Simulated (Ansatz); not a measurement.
Geometry optimisation, DFT LDA, scalar-relativistic, plane waves, PAW in Ansatz 0.2.0.

Input:

```yaml
crystal:
  lattice:
    - [8.1, 0.0, 0.0]
    - [0.0, 8.1, 0.0]
    - [0.0, 0.0, 8.1]
  atoms:
    - { symbol: Al, position: [0.5, 0.0, 0.0] }
    - { symbol: Al, position: [0.75, 0.25, 0.0] }
    - { symbol: Al, position: [0.75, 0.0, 0.25] }
    - { symbol: Al, position: [0.0, 0.0, 0.0] }
    - { symbol: Al, position: [0.25, 0.25, 0.0] }
    - { symbol: Al, position: [0.5, 0.5, 0.0] }
    - { symbol: Al, position: [0.75, 0.75, 0.0] }
    - { symbol: Al, position: [0.25, 0.0, 0.25] }
    - { symbol: Al, position: [0.5, 0.25, 0.25] }
    - { symbol: Al, position: [0.75, 0.5, 0.25] }
    - { symbol: Al, position: [0.5, 0.0, 0.5] }
    - { symbol: Al, position: [0.75, 0.25, 0.5] }
    - { symbol: Al, position: [0.75, 0.0, 0.75] }
    - { symbol: Al, position: [0.0, 0.5, 0.0] }
    - { symbol: Al, position: [0.25, 0.75, 0.0] }
    - { symbol: Al, position: [0.0, 0.25, 0.25] }
    - { symbol: Al, position: [0.25, 0.5, 0.25] }
    - { symbol: Al, position: [0.5, 0.75, 0.25] }
    - { symbol: Al, position: [0.0, 0.0, 0.5] }
    - { symbol: Al, position: [0.25, 0.25, 0.5] }
    - { symbol: Al, position: [0.5, 0.5, 0.5] }
    - { symbol: Al, position: [0.75, 0.75, 0.5] }
    - { symbol: Al, position: [0.25, 0.0, 0.75] }
    - { symbol: Al, position: [0.5, 0.25, 0.75] }
    - { symbol: Al, position: [0.75, 0.5, 0.75] }
    - { symbol: Al, position: [0.0, 0.75, 0.25] }
    - { symbol: Al, position: [0.0, 0.5, 0.5] }
    - { symbol: Al, position: [0.25, 0.75, 0.5] }
    - { symbol: Al, position: [0.0, 0.25, 0.75] }
    - { symbol: Al, position: [0.25, 0.5, 0.75] }
    - { symbol: Al, position: [0.5, 0.75, 0.75] }
    - { symbol: Al, position: [0.0, 0.75, 0.75] }
    - { symbol: "N", position: [0.49851338, 0.00123262, 0.24700783] }
basis:
  ecutwfc: 420.0
kpoints:
  mp_grid: { grid: [3, 3, 3] }
hamiltonian:
  xc: lda
scf:
  occupations: { method: gaussian, width: 0.15 }
  lower_state_search: "off"
relax:
  f_tol: 0.03
  max_steps: 60
  adjacent_minimum: "off"
```

Command:

```bash
$ ansatz run input.yaml --threads 4 --pin off --max-ram 10240MiB --backend cpu --events-out ev --progress --plain --runs-dir out
```

Question: Where does it end, and by what steps?

Answer: It converged. Limits of this set-up: coarse k mesh, odd electron count without spin, a small cell, in which the defect meets its images. After 3 steps the energy has fallen by 0.045 eV; Al1 moved furthest, 0.03 Å.

```
step  energy less start (eV)  largest force component (eV/Å)  accepted
   0                  0.0000                           0.404       yes
   1                 -0.0333                           0.253       yes
   2                 -0.0442                           0.035       yes
   3                 -0.0449                           0.002       yes
```

```xyz
33
Lattice="8.1000 0.0000 0.0000 0.0000 8.1000 0.0000 0.0000 0.0000 8.1000" Properties=species:S:1:pos:R:3
Al 4.050 0.000 -0.034
Al 6.084 2.034 -0.009
Al 6.107 0.000 2.024
Al 0.000 0.000 -0.017
Al 2.016 2.034 -0.009
Al 4.050 4.050 -0.017
Al 6.083 6.067 -0.009
Al 1.992 0.000 2.024
Al 4.050 2.058 2.024
Al 6.091 4.050 2.025
Al 4.050 0.000 4.081
Al 6.083 2.033 4.058
Al 6.092 0.000 6.074
Al 0.000 4.050 0.002
Al 2.016 6.066 -0.009
Al 0.000 2.042 2.025
Al 2.008 4.050 2.025
Al 4.050 6.043 2.024
Al 0.000 0.000 4.066
Al 2.017 2.033 4.058
Al 4.050 4.050 4.066
Al 6.083 6.067 4.057
Al 2.008 0.000 6.074
Al 4.050 2.042 6.074
Al 6.073 4.050 6.074
Al 0.000 6.058 2.025
Al 0.000 4.050 4.047
Al 2.017 6.067 4.058
Al 0.000 2.023 6.074
Al 2.027 4.050 6.074
Al 4.050 6.058 6.074
Al 0.000 6.077 6.074
N 4.049 0.001 2.022
```

The run took 25 s on 4 threads of Intel(R) Xeon(R) Platinum 8488C (Sapphire Rapids) (shared host), peak memory 1.4 GiB.
